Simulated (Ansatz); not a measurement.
Compare A (`C[SiH2]O[SiH2]N`) with its isomer B (`C[SiH2]N[SiH2]O`).

Calculated with Ansatz (gas phase, PBE0-D4/def2-TZVP geometries, no zero-point term in ΔE). CBS: MP2 limit from def2 TZ/QZ plus the TZ coupled-cluster correction, frozen cores. DFT in def2-TZVPP. B3LYP here is the variant with VWN-RPA as its local correlation; programs differ in this. Each species was taken in one conformer, which may not be the lowest.

Task: Which isomer does CCSD(T)/CBS put lower? Give the gap. (Estimate.)

Result: Ansatz gave: A, by 52.4 kJ/mol.

Task: Give E(B) − E(A) in kJ/mol with r2SCAN-D4, MP2/def2-TZVPP, CCSD/def2-TZVPP, B3LYP-D4, B2PLYP, ωB97M-V, B3LYP. (Estimate.)

Result: Ansatz gave: r2SCAN-D4 53.9, MP2/def2-TZVPP 51.8, CCSD/def2-TZVPP 54.3, B3LYP-D4 55.8, B2PLYP 55.9, ωB97M-V 52.8, B3LYP 57.3. None reverses the order clearly.

Largest T1 diagnostic: 0.011.

In def2-TZVPP, CCSD(T) changes the Hartree–Fock value by −14.2 kJ/mol (the triples alone add −2.2 kJ/mol) and MP2 by −14.5 kJ/mol.
